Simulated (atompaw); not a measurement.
**What one change does to a pseudopotential (Ag, PAW (atompaw))**

silver (Ag), PAW, made with atompaw 4.2.0.5 (PBE, scalar-relativistic). Core [Ar] 3d10 4s2, reference 4p6 4d9 5s0 5p0 (charge +2). Waves: 5s (bound, empty): rc 2.35 bohr; 5s channel at -0.1 Ry: rc 2.35 bohr; 4p (bound): rc 1.75 bohr; 5p (bound, empty): rc 2.35 bohr; 4d (bound): rc 2.00 bohr; 4d channel at -1.05 Ry: rc 2.00 bohr. Local part: bessel scheme, radius 1.85 bohr. Core correction: smooth core density matched at 2.20 bohr. Augmentation charge: sinc compensation charge, radius 1.90 bohr; PAW radius 2.35 bohr; waves and projectors: custom rrkj gramschmidtortho.

Change: all radii scaled by about 1.12 (s 2.64, p 1.96, d 2.24 bohr); local potential bessel scheme, radius 2.08 bohr; augmentation sinc compensation charge, radius 2.12 bohr; PAW radius 2.64 bohr; waves and projectors: custom rrkj gramschmidtortho; core correction smooth core density matched at 2.46 bohr.

Cutoffs: the cutoffs (Ry, on a coarse ladder) from which the occupation-weighted sum of valence levels, in a spherical-Bessel basis at the reference potential, stays within 10 and 1 mRy of its value at 400 Ry; they do not see the model core or the augmentation charge, which bear on the density cutoff.

Q: What does the change do?

A: The potential gets softer (35 Ry and 55 Ry → 25 Ry and 40 Ry); neither file shows a bound ghost. A larger radius leaves more room for a smooth pseudo-wave, so fewer plane waves are needed.

| quantity | base | changed |
| --- | --- | --- |
| cutoff, loose | 35 Ry | 25 Ry |
| cutoff, tight | 55 Ry | 40 Ry |
| loose cutoff by channel (10 mRy a level) | p 25 Ry, d 21 Ry | p 18 Ry, d 18 Ry |
| bound ghosts | none | none |
| lowest overlap eigenvalue by channel | s 0.42, p 0.58, d 0.34 | s 0.39, p 0.62, d 0.13 |

 The cutoffs see the waves, projectors and local potential, not the compensation charge or the core.
